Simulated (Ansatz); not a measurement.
IrO3, SMILES [O]=[Ir](=[O])=[O] (connectivity only; charge and spin as stated), neutral, multiplicity 2.

Geometry: B3LYP-D3(BJ)/def2-TZVP. A frequency run showed that this geometry is not a minimum. The spin state was assumed, not searched. The def2 effective core potentials stand for the cores of Ir; spin–orbit coupling is left out.

Two levels are set side by side: PBE/def2-SVPD (Ansatz, a quantum-chemistry and plane-wave program) and PBE0/def2-SVPD (Ansatz). Energy differences of separate SCF runs at the same geometry; the states with an electron removed or added have multiplicity 1 and 3. Differences are taken from unrounded values.

```
quantity                          PBE0
-------------------------------  -----
vertical ionisation energy (eV)  11.26
vertical electron affinity (eV)   3.23
```

What does PBE give, and how far is it from PBE0? (Estimate from the structure and the level; the computed values follow.)


```
quantity                           PBE  PBE minus PBE0
-------------------------------  -----  --------------
vertical ionisation energy (eV)  10.66           -0.60
vertical electron affinity (eV)   2.70           -0.53
```
